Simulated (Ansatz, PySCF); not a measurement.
This PySCF input computes a SVWN5/def2-TZVPD energy:

```python
from pyscf import gto, scf, dft

mol = gto.M(
    atom='''
    B     0.06282170   -0.01131357    0.00336191
    C     1.57518112   -0.28367465    0.08429595
    C    -0.46616844    1.46490148   -0.12543630
    C    -0.95699035   -1.20860456    0.04927583
    H     1.99279569   -1.27959075    0.20472041
    H     2.32324980    0.50231335    0.02625314
    H     0.26610796    2.17712213   -0.51143862
    H    -0.73908119    1.81083433    0.88191038
    H    -1.38176005    1.54044172   -0.71825706
    H    -1.89771850   -0.94983985    0.54275548
    H    -1.22750386   -1.45667168   -0.98715235
    H    -0.56233238   -2.12377503    0.49558614
    ''',
    basis='def2-tzvpd',
    charge=0,
    spin=1,
    verbose=4,
)

mf = dft.UKS(mol, xc='svwn').density_fit(auxbasis='def2-universal-jkfit')
mf.grids.level = 3
mf.conv_tol = 1e-9
mf.max_cycle = 100
mf.max_memory = 1500
mf.kernel()
if not mf.converged:
    mf = mf.newton()
    mf.kernel(mf.make_rdm1())
for _ in range(2):
    mo, _, stable, _ = mf.stability(return_status=True)
    if stable:
        break
    mf.kernel(mf.make_rdm1(mo, mf.mo_occ))
mf.analyze()
```

**Question.** Write an input for the same energy in Ansatz (a first-principles code) and say what it gives.

**Answer.** 
Ansatz 0.2 input:
```yaml
crystal:
  periodic: [false, false, false]
  atoms:
    - {symbol: B, position_ang: [0.06282170, -0.01131357, 0.00336191]}
    - {symbol: C, position_ang: [1.57518112, -0.28367465, 0.08429595]}
    - {symbol: C, position_ang: [-0.46616844, 1.46490148, -0.12543630]}
    - {symbol: C, position_ang: [-0.95699035, -1.20860456, 0.04927583]}
    - {symbol: H, position_ang: [1.99279569, -1.27959075, 0.20472041]}
    - {symbol: H, position_ang: [2.32324980, 0.50231335, 0.02625314]}
    - {symbol: H, position_ang: [0.26610796, 2.17712213, -0.51143862]}
    - {symbol: H, position_ang: [-0.73908119, 1.81083433, 0.88191038]}
    - {symbol: H, position_ang: [-1.38176005, 1.54044172, -0.71825706]}
    - {symbol: H, position_ang: [-1.89771850, -0.94983985, 0.54275548]}
    - {symbol: H, position_ang: [-1.22750386, -1.45667168, -0.98715235]}
    - {symbol: H, position_ang: [-0.56233238, -2.12377503, 0.49558614]}
basis:
  gaussian:
    orbitals: def2-TZVPD
hamiltonian:
  xc: {name: SVWN5}
magnetization: {spin_polarized: true, initial_magnetization: 1}
output: {forces: true}
```
It gives -142.55084 Eh, and PySCF -142.55094 Eh, a difference of 0.10 mEh, from the treatment of integrals and grids.

It need not be the lowest isomer of its formula.
